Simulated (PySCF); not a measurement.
Simulation results for CH8N2Si, AlBH3N2, AlClH3, H2NOSi and others

All values are calculated (PySCF 2.14.0). Calculation on a computer-drawn molecule: optimised geometry and harmonic frequencies of an isolated molecule of the commonest isotopes, restricted reference for singlets and unrestricted otherwise, frozen core in MP2.

```yaml
- entry: 1
  formula: CH8N2Si
  start_structure:
    atoms_angstrom:
      - [C, 0.2762, -1.7236, 0.2681]
      - [Si, -1.5358, -1.1928, -0.1106]
      - ["N", -2.0731, -2.3391, -1.3073]
      - ["N", -1.8451, 0.3086, -0.8667]
      - [H, 0.3778, -2.6383, 0.7479]
      - [H, 0.8585, -1.7267, -0.662]
      - [H, 0.7324, -0.9359, 0.894]
      - [H, -2.3538, -1.1065, 1.1167]
      - [H, -1.9442, -3.3399, -1.1421]
      - [H, -3.0149, -2.1412, -1.68]
      - [H, -1.5971, 0.4033, -1.7898]
      - [H, -1.5845, 1.1374, -0.3373]
  given:
    charge: 0
    multiplicity: 1
    method: HF
    basis: "cc-pV(D+d)Z"
    drawn_bonds_atom: [1, 2, 2, 1, 1, 1, 2, 3, 3, 4, 4]
    drawn_bonds_other_atom: [2, 3, 4, 5, 6, 7, 8, 9, 10, 11, 12]
    drawn_bonds_order: [1, 1, 1, 1, 1, 1, 1, 1, 1, 1, 1]
  results:
    optimised_atom_element: [C, Si, "N", "N", H, H, H, H, H, H, H, H]
    "optimised_atom_x [angstrom]": [0.2425, -1.529, -2.13, -1.767, 0.2904, 0.8525, 0.6997, -2.256, -1.892, -3.074, -1.334, -1.807]
    "optimised_atom_y [angstrom]": [-1.684, -1.198, -2.373, 0.3372, -2.669, -1.72, -0.9654, -1.097, -3.339, -2.289, 0.5429, 1.158]
    "optimised_atom_z [angstrom]": [0.2243, -0.1603, -1.265, -0.8971, 0.7004, -0.6835, 0.9119, 1.135, -1.14, -1.593, -1.778, -0.3235]
    "modes_frequency [cm^-1]": [162.5, 223.2, 227.9, 255.1, 307.7, 373.2, 432.1, 470.4, 681.4, 734.0, 770.3, 839.1, 846.7, 897.7, 941.3, 994.0, 1031, 1392, 1553, 1553, 1690, 1695, 2256, 3156, 3231, 3241, 3770, 3773, 3861, 3866]
    "modes_reduced_mass [dalton]": [1.045, 1.604, 1.859, 1.241, 2.185, 1.362, 1.354, 1.276, 2.552, 1.214, 1.256, 2.576, 1.895, 1.818, 1.533, 1.404, 1.395, 1.272, 1.051, 1.05, 1.118, 1.112, 1.039, 1.037, 1.1, 1.101, 1.051, 1.051, 1.095, 1.095]
    "rotational_constants [GHz]": [6.327, 5.485, 3.422]
    "total_energy [hartree]": -440.4404
    "convergence_status_largest_gradient_component [hartree/bohr]": 3.026e-05
- entry: 2
  formula: AlBH3N2
  start_structure:
    atoms_angstrom:
      - ["N", -0.6056, 1.4494, -0.2078]
      - [B, 0.0466, 0.3228, -0.5794]
      - ["N", 0.6677, -0.7504, -0.9335]
      - [Al, 1.4678, -2.1336, -1.3903]
      - [H, -1.6048, 1.5024, -0.1556]
      - [H, -0.1266, 2.2947, 0.0369]
      - [H, 2.2076, -3.4132, -1.8128]
  given:
    charge: 1
    multiplicity: 1
    method: MP2
    basis: "cc-pV(D+d)Z"
    drawn_bonds_atom: [1, 2, 3, 1, 1, 4]
    drawn_bonds_other_atom: [2, 3, 4, 5, 6, 7]
    drawn_bonds_order: [1, 2, 1, 1, 1, 1]
  results:
    optimised_atom_element: ["N", B, "N", Al, H, H, H]
    "optimised_atom_x [angstrom]": [-0.6155, 0.04179, 0.6726, 1.484, -1.629, -0.1281, 2.227]
    "optimised_atom_y [angstrom]": [1.467, 0.3309, -0.7592, -2.162, 1.519, 2.323, -3.446]
    "optimised_atom_z [angstrom]": [-0.202, -0.5768, -0.9364, -1.4, -0.1497, 0.04569, -1.824]
    "modes_frequency [cm^-1]": [80.57, 96.35, 342.1, 371.1, 422.1, 435.0, 461.1, 627.4, 918.5, 1234, 1555, 1960, 2132, 3615, 3730]
    "modes_reduced_mass [dalton]": [6.252, 4.875, 1.338, 2.837, 1.235, 1.177, 3.958, 7.676, 1.564, 6.123, 1.162, 11.11, 1.053, 1.05, 1.099]
    "rotational_constants [GHz]": [341.4, 2.238, 2.224]
    "total_energy [hartree]": -377.5468
    "convergence_status_largest_gradient_component [hartree/bohr]": 1.751e-05
- entry: 3
  formula: AlClH3
  start_structure:
    atoms_angstrom:
      - [Al, -1.3162, 2.0, -0.5206]
      - [Cl, -1.8946, 0.7267, 1.0296]
      - [H, -2.1898, 3.3323, -0.4255]
      - [H, -1.6683, 1.2348, -1.8723]
      - [H, 0.2276, 2.1655, -0.3303]
  given:
    charge: -1
    multiplicity: 1
    method: HF
    basis: "aug-cc-pV(D+d)Z"
    drawn_bonds_atom: [1, 1, 1, 1]
    drawn_bonds_other_atom: [2, 3, 4, 5]
    drawn_bonds_order: [1, 1, 1, 1]
  results:
    optimised_atom_element: [Al, Cl, H, H, H]
    "optimised_atom_x [angstrom]": [-1.318, -1.978, -2.163, -1.658, 0.2755]
    "optimised_atom_y [angstrom]": [1.996, 0.6315, 3.374, 1.216, 2.242]
    "optimised_atom_z [angstrom]": [-0.5551, 1.158, -0.412, -1.936, -0.3743]
    "modes_frequency [cm^-1]": [363.5, 552.6, 552.8, 827.9, 828.0, 835.7, 1757, 1757, 1832]
    "modes_reduced_mass [dalton]": [17.64, 1.093, 1.093, 1.062, 1.062, 1.076, 1.053, 1.053, 1.013]
    "rotational_constants [GHz]": [69.37, 5.475, 5.475]
    "total_energy [hartree]": -703.2738
    "convergence_status_largest_gradient_component [hartree/bohr]": 2.544e-05
- entry: 4
  formula: H2NOSi
  start_structure:
    atoms_angstrom:
      - ["N", -1.369, 1.0998, -2.7371]
      - [Si, -0.9845, 0.5342, -1.2689]
      - [O, -0.0989, -0.6281, -0.8034]
      - [H, -1.9869, 1.8937, -2.7068]
      - [H, -1.6134, 1.2885, -0.1249]
  given:
    charge: -1
    multiplicity: 1
    method: MP2
    basis: "aug-cc-pV(D+d)Z"
    drawn_bonds_atom: [1, 2, 1, 2]
    drawn_bonds_other_atom: [2, 3, 4, 5]
    drawn_bonds_order: [2, 1, 1, 1]
  results:
    optimised_atom_element: ["N", Si, O, H, H]
    "optimised_atom_x [angstrom]": [-1.368, -0.9873, -0.07529, -1.999, -1.623]
    "optimised_atom_y [angstrom]": [1.1, 0.5376, -0.6595, 1.909, 1.301]
    "optimised_atom_z [angstrom]": [-2.783, -1.265, -0.7831, -2.69, -0.1199]
    "modes_frequency [cm^-1]": [356.7, 506.5, 554.2, 728.0, 872.1, 906.2, 1140, 2065, 3475]
    "modes_reduced_mass [dalton]": [5.739, 1.219, 1.361, 1.133, 6.592, 1.283, 10.15, 1.041, 1.074]
    "rotational_constants [GHz]": [51.15, 7.166, 6.286]
    "total_energy [hartree]": -419.9680
    "convergence_status_largest_gradient_component [hartree/bohr]": 2.22e-05
- entry: 5
  formula: CH4B2F
  start_structure:
    atoms_angstrom:
      - [C, -2.6656, -0.6461, -0.3583]
      - [B, -1.8614, 0.6127, 0.1155]
      - [B, -0.3476, 1.1317, -0.1404]
      - [F, 0.7821, 1.6699, -0.1778]
      - [H, -3.0503, -1.092, 0.5108]
      - [H, -3.5446, -0.3632, -0.9935]
      - [H, -2.0355, -1.342, -0.9209]
      - [H, -2.4172, 1.4318, 0.6999]
  given:
    charge: 1
    multiplicity: 1
    method: HF
    basis: cc-pVDZ
    drawn_bonds_atom: [1, 2, 3, 1, 1, 1, 2]
    drawn_bonds_other_atom: [2, 3, 4, 5, 6, 7, 8]
    drawn_bonds_order: [1, 1, 1, 1, 1, 1, 1]
  results:
    optimised_atom_element: [C, B, B, F, H, H, H, H]
    "optimised_atom_x [angstrom]": [-2.601, -1.997, -0.3892, 0.7226, -3.348, -3.147, -1.893, -2.488]
    "optimised_atom_y [angstrom]": [-0.6319, 0.6396, 1.178, 1.557, -1.088, -0.2631, -1.381, 1.392]
    "optimised_atom_z [angstrom]": [-0.3289, 0.306, -0.2038, -0.5467, 0.3216, -1.216, -0.6809, 1.084]
    "modes_frequency [cm^-1]": [104.5, 153.9, 319.5, 449.8, 557.4, 583.3, 912.2, 926.3, 1083, 1180, 1427, 1502, 1558, 1731, 2814, 3102, 3239, 3301]
    "modes_reduced_mass [dalton]": [1.157, 3.55, 4.093, 5.208, 1.971, 1.785, 1.331, 1.717, 2.029, 1.662, 1.259, 1.04, 1.094, 12.55, 1.095, 1.058, 1.071, 1.106]
    "rotational_constants [GHz]": [33.62, 3.218, 2.99]
    "total_energy [hartree]": -188.7475
    "convergence_status_largest_gradient_component [hartree/bohr]": 1.643e-05
- entry: 6
  formula: AlBClHN
  start_structure:
    atoms_angstrom:
      - [B, -0.6721, -2.02, 0.1391]
      - ["N", -1.3597, -0.9598, -0.0631]
      - [Al, -2.4066, 0.486, -0.2642]
      - [Cl, -2.3619, 1.9329, -1.6403]
      - [H, -0.0706, -2.966, 0.2758]
  given:
    charge: 0
    multiplicity: 2
    method: HF
    basis: "cc-pV(D+d)Z"
    drawn_bonds_atom: [1, 2, 3, 1]
    drawn_bonds_other_atom: [2, 3, 4, 5]
    drawn_bonds_order: [1, 2, 1, 1]
  results:
    optimised_atom_element: [B, "N", Al, Cl, H]
    "optimised_atom_x [angstrom]": [-0.7063, -1.427, -2.491, -2.219, -0.02782]
    "optimised_atom_y [angstrom]": [-1.961, -0.9482, 0.4536, 1.839, -2.911]
    "optimised_atom_z [angstrom]": [0.09629, -0.0249, -0.1166, -1.714, 0.2063]
    "modes_frequency [cm^-1]": [97.82, 151.0, 247.7, 493.7, 716.9, 828.1, 838.0, 1938, 2983]
    "modes_reduced_mass [dalton]": [4.648, 4.545, 9.431, 24.45, 12.28, 1.352, 1.354, 5.302, 1.189]
    "rotational_constants [GHz]": [19.03, 2.123, 1.91]
    "total_energy [hartree]": -781.2489
    spin_squared: 0.7528
    "convergence_status_largest_gradient_component [hartree/bohr]": 1.002e-05
- entry: 7
  formula: C2H8AlN
  start_structure:
    atoms_angstrom:
      - ["N", 1.8218, -0.9408, -0.1396]
      - [C, 0.4391, -1.1273, 0.3598]
      - [C, -0.4402, 0.1411, 0.1665]
      - [Al, 1.0457, 1.5716, 0.3189]
      - [H, 2.3247, -0.3392, 0.4304]
      - [H, 1.7743, -0.6467, -1.0994]
      - [H, 0.0548, -2.004, -0.095]
      - [H, 0.5178, -1.2964, 1.4186]
      - [H, -1.2965, 0.1071, 0.8372]
      - [H, -0.813, 0.1553, -0.8488]
      - [H, 1.5654, 2.2811, -0.9929]
      - [H, 1.7126, 1.912, 1.6218]
  given:
    charge: 0
    multiplicity: 1
    method: HF
    basis: "cc-pV(D+d)Z"
    drawn_bonds_atom: [1, 2, 3, 1, 1, 2, 2, 3, 3, 4, 4]
    drawn_bonds_other_atom: [2, 3, 4, 5, 6, 7, 8, 9, 10, 11, 12]
    drawn_bonds_order: [1, 1, 1, 1, 1, 1, 1, 1, 1, 1, 1]
  results:
    optimised_atom_element: ["N", C, C, Al, H, H, H, H, H, H, H, H]
    "optimised_atom_x [angstrom]": [1.802, 0.4734, -0.1213, 0.8482, 2.486, 1.829, -0.1886, 0.5174, -1.143, -0.2606, 0.2865, 2.177]
    "optimised_atom_y [angstrom]": [-1.455, -1.125, 0.2055, 1.876, -0.7976, -1.419, -1.951, -1.13, 0.3205, 0.1599, 3.258, 1.87]
    "optimised_atom_z [angstrom]": [-0.03989, 0.4499, -0.04525, 0.3664, 0.2955, -1.045, 0.1756, 1.543, 0.3487, -1.137, -0.1664, 1.233]
    "modes_frequency [cm^-1]": [97.93, 122.7, 194.5, 342.0, 400.1, 506.1, 551.6, 634.6, 739.0, 855.3, 928.1, 951.7, 1006, 1134, 1190, 1277, 1374, 1492, 1498, 1529, 1609, 1785, 1964, 1976, 3108, 3136, 3176, 3210, 3707, 3789]
    "modes_reduced_mass [dalton]": [1.121, 2.312, 1.918, 1.127, 1.446, 1.295, 1.917, 2.099, 1.435, 1.085, 1.662, 1.361, 1.428, 1.204, 2.605, 1.605, 1.406, 1.201, 1.261, 1.104, 1.09, 1.097, 1.054, 1.03, 1.061, 1.095, 1.063, 1.106, 1.051, 1.093]
    "rotational_constants [GHz]": [11.4, 2.995, 2.584]
    "total_energy [hartree]": -376.7443
    "convergence_status_largest_gradient_component [hartree/bohr]": 3.38e-05
- entry: 8
  formula: AlBClFH
  start_structure:
    atoms_angstrom:
      - [F, -0.2273, -3.5376, 1.3245]
      - [Al, -0.157, -1.8842, 1.3913]
      - [B, -0.1496, 0.2319, 1.4806]
      - [Cl, -1.4664, 1.0352, 1.0537]
      - [H, 0.8364, 0.6831, 1.8995]
  given:
    charge: 1
    multiplicity: 1
    method: HF
    basis: "cc-pV(D+d)Z"
    drawn_bonds_atom: [1, 2, 3, 3]
    drawn_bonds_other_atom: [2, 3, 4, 5]
    drawn_bonds_order: [1, 1, 1, 1]
  results:
    "rotational_constants [GHz]": null
```

Question: AlBClFH (entry 8): rotational constants?
Answer: 26.06, 1.467, 1.388 GHz

Further results for AlBClFH (entry 8):

| Property | Result |
| --- | --- |
| total energy | -825.9448 hartree |
| convergence status largest gradient component | 2.903e-05 hartree/bohr |

Optimised structure:
```xyz
5
AlBClFH
F     -0.2256    -3.5675     1.3107
Al    -0.1741    -1.9588     1.3981
B     -0.1215     0.2470     1.5113
Cl    -1.5257     1.0734     1.0240
H      0.8829     0.7343     1.9055
```

Modes:
| frequency (cm⁻¹) | reduced mass (dalton) |
| --- | --- |
| 85.25 | 17.5 |
| 137.8 | 7.068 |
| 225.9 | 22.65 |
| 458.9 | 6.46 |
| 715.8 | 1.452 |
| 932 | 3.814 |
| 970.8 | 8.558 |
| 1040 | 1.447 |
| 2849 | 1.096 |
